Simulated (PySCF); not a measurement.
H3SbTe, SMILES [SbH2][TeH]. Coordinates come from a PBE0-D3(BJ)/def2-TZVP optimisation. The def2 effective core potentials stand for the cores of Sb, Te; spin–orbit coupling is left out.

### Question
Give the equilibrium geometry at PBE0-D3(BJ)/def2-TZVP (PySCF confirms it by a frequency run) as Cartesian coordinates in Å, and its point group. (Estimate from the structure and the level; the computed values follow.)

### Answer
point group Cs.
```xyz
5

Sb     0.0481     1.3769     0.0000
H     -1.1463     1.5260     1.2143
H     -1.1463     1.5260    -1.2143
Te    -0.0342    -1.3815     0.0000
H      1.6223    -1.4399     0.0000
```
Charge 0, spin multiplicity 1.
